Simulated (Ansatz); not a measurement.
The same path of C2H6BNO (11 atoms, charge 0, multiplicity 1) was run twice with different band settings. The coordinate that changes most is the dihedral H7–N1–B2–O5.

Method: RKS PBE0-D4/STO-3G (Ansatz).

Relaxed end points:

```xyz
11
Properties=species:S:1:pos:R:3
N -1.358 1.464 0.058
B -0.357 0.509 -0.097
C 0.123 -0.814 0.631
C 1.180 -0.766 -0.515
O 0.625 0.485 -1.100
H -2.057 1.433 0.816
H -1.479 2.275 -0.571
H -0.532 -1.693 0.594
H 0.554 -0.724 1.636
H 2.230 -0.625 -0.191
H 1.136 -1.602 -1.241
```

```xyz
11
Properties=species:S:1:pos:R:3
N -1.358 1.464 0.058
B -0.357 0.508 -0.097
C 0.123 -0.814 0.632
C 1.180 -0.766 -0.515
O 0.625 0.486 -1.100
H -1.479 2.275 -0.571
H -2.058 1.433 0.815
H -0.532 -1.693 0.594
H 0.554 -0.724 1.636
H 2.230 -0.626 -0.191
H 1.136 -1.601 -1.241
```

Common settings: movable images 9; climbing image yes; spring 5.0 eV/Å²; optimiser quadratic models (default); start path through a guess of the saddle point; iteration limit 60; end points relaxed.

| run | force threshold |
| --- | --- |
| 1 | 0.05 eV/Å |
| 2 | 0.2 eV/Å |

What does each run give, and how far can it be trusted?

Run 1: converged after 12 iterations, highest image 0.914 eV above the first end. A vibrational analysis at the climbing image gives one clearly imaginary mode, 533i cm⁻¹: a first-order saddle point.
Run 2: converged after 10 iterations, highest image 0.914 eV above the first end. The threshold of 0.2 eV/Å is loose, so the images may lie well off the minimum-energy path. Another band between the same ends (9 images) ends at a top of the same energy, where a vibrational analysis finds 1 clearly imaginary mode.
Limits of this set-up: minimal basis.
